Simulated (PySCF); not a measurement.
## Potential energy of NaGe along the bond

Set-up: PySCF, no relativity, basis sets Na def2-SVPD, Ge def2-SVPD. Energies in eV from Na + Ge in their ground configurations at the same level. State: ⁴Σ⁻ (quartet), unpaired electrons σ ↑, π ↑↑.

```json
{"R (Å)": "2.365", "UHF-SCS-MP2": "-0.831", "PBE": "-1.062"}
{"R (Å)": "2.475", "UHF-SCS-MP2": "-1.028", "PBE": "-1.232"}
{"R (Å)": "2.585", "UHF-SCS-MP2": "-1.141", "PBE": "-1.328"}
{"R (Å)": "2.667", "UHF-SCS-MP2": "-1.185", "PBE": "-1.363"}
{"R (Å)": "2.750", "UHF-SCS-MP2": "-1.201", "PBE": "-1.375"}
{"R (Å)": "2.833", "UHF-SCS-MP2": "-1.196", "PBE": "-1.369"}
{"R (Å)": "2.942", "UHF-SCS-MP2": "-1.164", "PBE": "-1.340"}
{"R (Å)": "3.080", "UHF-SCS-MP2": "-1.095", "PBE": "-1.281"}
{"R (Å)": "3.245", "UHF-SCS-MP2": "-0.985", "PBE": "-1.189"}
{"R (Å)": "3.465", "UHF-SCS-MP2": "-0.815", "PBE": "-1.053"}
```

Question: Put a parabola through the three lowest points of the UHF-SCS-MP2 curve and estimate Re, k and ωe (reduced mass 17.54 u; 1 eV/Å² = 0.16022 mdyn/Å; ωe = 1302.8·√(k/μ) cm⁻¹).

Answer: Through R = 2.667, 2.75, 2.833 Å the second-order coefficient is 1.52 eV/Å², so Re ≈ 2.772 Å, k ≈ 0.488 mdyn/Å and ωe ≈ 217 cm⁻¹. A polynomial fit of higher order to the unrounded UHF-SCS-MP2 energies gives Re = 2.769 Å, k = 0.471 mdyn/Å, ωe = 214 cm⁻¹; anharmonicity and rounding make the difference.

The higher-order fit for each curve: UHF-SCS-MP2: Re = 2.769 Å, ωe = 214 cm⁻¹, De = 1.20 eV; PBE: Re = 2.760 Å, ωe = 199 cm⁻¹, De = 1.38 eV.

Correlated steps freeze 10 core orbitals. Correlated levels converge slowly with the basis: in double zeta they bind strong bonds too weakly, by up to about 1 eV, and carry superposition errors of some tenths. Spin–orbit coupling is left out. The state was picked by a PBE0 search and need not be the measured ground state.
